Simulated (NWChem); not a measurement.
Isomers of CH2ClFO2Si, each optimised at B3LYP/6-31G* with NWChem, gas phase unless a solvent is named. Flexible species stand in one conformer each, which need not be the lowest. Pople sets run with spherical d functions. Relative energies count from the lowest isomer at each level and are electronic, without zero-point energy, on those geometries.

A: O=C[Si@](O)(F)Cl
B: O=CO[Si@@H](F)Cl
C: F[Si]1(Cl)OCO1
D: F[Si@@H](C(=O)O)Cl

| quantity | A | B | C | D |
|---|---|---|---|---|
| relative energy, B3LYP/6-31G* (kcal/mol) | 16.3 | 3.0 | 0.0 | 29.6 |
| relative energy, LDA (Slater exchange, VWN5)/def2-SVP (kcal/mol) | 17.9 | 3.8 | 0.0 | 25.6 |
| dipole (D), B3LYP/6-31G* | 1.57 | 1.48 | 1.40 | 2.52 |
| orbital gap (eV), B3LYP/6-31G* | 5.15 | 7.64 | 8.73 | 6.47 |
